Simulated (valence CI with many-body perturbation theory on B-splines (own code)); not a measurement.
Lu65+: what the settings do

Calculated by valence CI with perturbative core correlation (CI+MBPT): four valence electrons over a frozen Dirac-Fock core [He], a basis of 6 s, 6 p, 5 d, 3 f, 1 g functions for each j, with the one-electron correlation potential Σ1, the two-electron term Σ2, the three-electron term Σ3, Breit, model QED; selected CI, second order for the rest, scaled by the run's own slope (own B-spline code, finite nucleus).

The last digits are not significant, and no measured levels were compared; by estimate large intervals hold to a few tenths of a per cent, small ones and those within an open d or f shell to about a per cent.

The reference run has the lowest level (2s^2 2p1/2^2) J=0 and an ionisation energy of 16732.2 eV. Its largest variational space holds 9033 state functions.

Levels are named by their leading jj configuration (3d3/2^4 stands for four electrons in 3d with j = 3/2), which in mixed levels can hold well under half, so a name can repeat and another be missing. Letters in brackets count levels of one name in rising energy.

Changed runs:
A. factor on the speed of light 1 → 100; QED terms on → off
B. correlating orbitals by l 3 3 3 2 1 → 1 1 2 3 2
C. factor on the speed of light 1 → 10; QED terms on → off; scale of Σ2 1 → 0
D. factor on the speed of light 1 → 1.1 (bad on purpose)

Excitation energies of the reference run in cm⁻¹, and shifts in cm⁻¹:

```tsv
Level	Reference	A	B	C	D
(2s^2 2p1/2 2p3/2) J=1	9397620	-9397351	-241	-9362883	-1924459
(2s^2 2p1/2 2p3/2) J=2	9543820		-355	-9461451	-1914236
(2s 2p1/2^2 2p3/2) J=2	11674800		-968		-2041646
(2s 2p1/2^2 2p3/2) J=1	12349200	-10553038	-1022	-10439884	-2054667
(2s^2 2p3/2^2) J=2	19116600		-646	-18738612	-3857650
(2s^2 2p3/2^2) J=0	19595200	-18942252	-676	-18871171	-3872474
(2s 2p1/2 2p3/2^2) J=2 [a]	20852600	-19056381	-1077	-18944406	-3960521
(2s 2p1/2 2p3/2^2) J=3	21204200	-19408021	-1242	-19290066	-3946890
(2s 2p1/2 2p3/2^2) J=0	21675000	-19562715	-1086	-19443792	-3976000
(2s 2p1/2 2p3/2^2) J=1 [a]	21849300	-19737072	-1205	-19616431	-3980618
(2s 2p1/2 2p3/2^2) J=2 [b]	21926200		-1228		-3968536
(2s 2p1/2 2p3/2^2) J=1 [b]	21959000	-19303308	-1226	-19184101	-3971160
Ionisation energy (eV)	16732.2	-1346.5	-0.019	-1340.2	-269.8
```

A blank means that the level has no clear partner in that run.
